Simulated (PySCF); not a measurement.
Si(AsH2)(F)2(H) (AsF2H3Si), SMILES F[SiH](F)[AsH2]. Coordinates come from a B3LYP-D3(BJ)/def2-SVP optimisation.

These are B3LYP-D3(BJ)/def2-SVP in PySCF values and carry that method's errors.

Harmonic wavenumbers (cm⁻¹): 103, 146, 188, 314, 379, 614, 635, 816, 830, 867, 961, 990, 2171, 2182, 2264. Rotational constants (GHz): 6.269, 1.795, 1.509; symmetry number 1.

Question: Work out the zero-point energy and the ideal-gas rigid-rotor harmonic-oscillator thermochemistry at 298.15 K and 1 atm.

Answer: ZPE = ½ Σ hcν = ½ × 13458 cm⁻¹ = 80.50 kJ/mol. H − E(el) = 99.01 kJ/mol. Entropy in J/(mol K): translation 170.73, rotation 114.39, vibration 51.58, total 336.70. G − E(el) = -1.38 kJ/mol. Cp = 89.47 J/(mol K). Modes under 150 cm⁻¹ make the vibrational entropy uncertain.
